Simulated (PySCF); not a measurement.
First SCF of a structure search on doublet MoCl₃, at a hand-made trigonal pyramidal geometry. PySCF input:

```python
from pyscf import gto, scf, dft
mol = gto.M(atom='''
Mo     0.000000     0.000000     0.000000
Cl     2.092600     0.000000     1.112600
Cl    -1.046300     1.812200     1.112600
Cl    -1.046300    -1.812200     1.112600''',
    basis={'Mo': 'def2-TZVP', 'Cl': 'def2-TZVP'},
    ecp={'Mo': 'def2-TZVP'},
    charge=0, spin=1)
mf = dft.UKS(mol, xc='PBE0')
mf.grids.atom_grid = (50, 194)
aux = {'Mo': 'def2-universal-JKFIT', 'Cl': 'def2-universal-JKFIT'}
mf = mf.density_fit(auxbasis=aux)
mf.conv_tol = 1e-08
mf.diis_space = 10
mf.max_cycle = 60
mf.init_guess = 'minao'
mf.verbose = 4
mf.kernel()
```

Excerpt of the output (cycles alone):

```
init E= -1441.8806617245
cycle= 1 E= -1448.35194939795  delta_E= -6.47  |g|= 0.364  |ddm|= 2.69
cycle= 2 E= -1448.34925246208  delta_E= 0.0027  |g|= 0.417  |ddm|= 0.802
cycle= 3 E= -1448.42475648711  delta_E= -0.0755  |g|= 0.115  |ddm|= 0.405
cycle= 4 E= -1448.42705593774  delta_E= -0.0023  |g|= 0.102  |ddm|= 0.144
cycle= 5 E= -1448.43256851075  delta_E= -0.00551  |g|= 0.0123  |ddm|= 0.0763
cycle= 6 E= -1448.43276039835  delta_E= -0.000192  |g|= 0.00733  |ddm|= 0.0234
cycle= 7 E= -1448.43290339225  delta_E= -0.000143  |g|= 0.00446  |ddm|= 0.0239
cycle= 8 E= -1448.43297745703  delta_E= -7.41e-05  |g|= 0.00279  |ddm|= 0.0162
cycle= 9 E= -1448.43306653654  delta_E= -8.91e-05  |g|= 0.00198  |ddm|= 0.0254
cycle= 10 E= -1448.43311986894  delta_E= -5.33e-05  |g|= 0.00192  |ddm|= 0.0165
cycle= 11 E= -1448.43315355428  delta_E= -3.37e-05  |g|= 0.00194  |ddm|= 0.0103
cycle= 12 E= -1448.43311608739  delta_E= 3.75e-05  |g|= 0.00189  |ddm|= 0.0116
cycle= 13 E= -1448.43306493958  delta_E= 5.11e-05  |g|= 0.00178  |ddm|= 0.0186
cycle= 14 E= -1448.43304558978  delta_E= 1.93e-05  |g|= 0.00156  |ddm|= 0.0185
cycle= 15 E= -1448.43306241026  delta_E= -1.68e-05  |g|= 0.00121  |ddm|= 0.0258
cycle= 16 E= -1448.43307345562  delta_E= -1.1e-05  |g|= 0.000851  |ddm|= 0.0224
cycle= 17 E= -1448.43309304111  delta_E= -1.96e-05  |g|= 0.000481  |ddm|= 0.0301
cycle= 18 E= -1448.43309796971  delta_E= -4.93e-06  |g|= 0.000318  |ddm|= 0.0105
cycle= 19 E= -1448.43309975398  delta_E= -1.78e-06  |g|= 0.000273  |ddm|= 0.00762
cycle= 20 E= -1448.43310014489  delta_E= -3.91e-07  |g|= 0.000129  |ddm|= 0.00254
cycle= 21 E= -1448.43310033396  delta_E= -1.89e-07  |g|= 0.000107  |ddm|= 0.00213
cycle= 22 E= -1448.43310035989  delta_E= -2.59e-08  |g|= 4.2e-05  |ddm|= 0.000764
cycle= 23 E= -1448.43310037116  delta_E= -1.13e-08  |g|= 2.45e-05  |ddm|= 0.000311
cycle= 24 E= -1448.43310037638  delta_E= -5.21e-09  |g|= 1.12e-05  |ddm|= 0.000273
Extra cycle  E= -1448.43310037667  delta_E= -2.92e-10  |g|= 1.15e-05  |ddm|= 4.1e-05
converged SCF energy = -1448.43310037667  <S^2> = 0.76006464  2S+1 = 2.0100394
```

This is not the lowest solution: all starts ended here, but a stability analysis within the same unrestricted form found one 70.9 kJ/mol lower, at -1448.46012 Eh.

With open d or f shells other occupations or spin states may lie lower.

The search for the lowest solution, 3 starts and the stability check together, took 82 s on 4 threads of a shared Arm Neoverse V2 host, with 151 basis functions; the process peaked at 0.65 GiB.
